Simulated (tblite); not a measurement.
Run record: tight-binding relaxation, `C[C@@H](O)[C@@H]1[SiH2][CH2][GeH2]1`.

Computed with GFN2-xTB geometry optimisation, gas phase (tblite 0.8.0). Start geometry: from a force field or distance geometry. The command runs a driver script over a list of jobs; the input below is this job's line of settings and its coordinates in Å.

Command:
```bash
OMP_NUM_THREADS=1 python probes_run.py task.json out
```

Input:
```
{"job": {"kind": "relax", "xc": "GFN2-xTB", "basis": "xTB"}, "charge": 0, "multiplicity": 1}
C     -2.241600     0.488500    -0.637100
C     -1.195900     0.301500     0.446100
O     -1.767700    -0.303100     1.589900
C     -0.004600    -0.538800    -0.059300
Si     1.348100    -0.744700     1.243300
C      2.461200     0.163100     0.043200
Ge     1.118400     0.414900    -1.334600
H     -3.102900     1.069100    -0.222800
H     -2.613800    -0.493900    -1.001200
H     -1.834800     1.059500    -1.487400
H     -0.824100     1.300200     0.754400
H     -2.092500    -1.207700     1.322600
H     -0.324700    -1.531900    -0.440900
H      1.750800    -2.148300     1.406600
H      1.088000     0.048500     2.455700
H      2.806500     1.135200     0.472300
H      3.300000    -0.474100    -0.305900
H      1.406300    -0.431400    -2.601800
H      0.713200     1.902600    -1.485600
```

Output:
```
step      E/eV     max force
  0    -607.91515    2.210
  1    -608.07691    0.608
  2    -608.12899    0.640
  3    -608.19366    0.634
  4    -608.24787    0.552
  5    -608.28562    0.493
  6    -608.30882    0.428
  7    -608.32210    0.289
  8    -608.32897    0.163
  9    -608.33284    0.119
... (117 lines left out)
127    -608.35426    0.011
128    -608.35429    0.012
129    -608.35431    0.013
130    -608.35433    0.013
131    -608.35435    0.011
132    -608.35438    0.012
133    -608.35440    0.015
134    -608.35443    0.014
135    -608.35445    0.010
136    -608.35446    0.007
```

«max force» is the largest atomic force in eV/Å.

Task: From which step on does the largest force stay under 0.1 eV/Å, and how much energy is left to gain from there?

Result: From step 12 (0.096 eV/Å), 15.3 meV above the end.

Summary of the converged run: energy lowered by 10.1 kcal/mol over 136 steps; largest atomic force 0.007 eV/Å at the end.

Task: How long does this job take on one thread, Arm Neoverse N1 (aarch64) (shared host)?

Result: About 1.7 s.
Labels such as C1 count atoms from 1, the log's own numbers from 0.
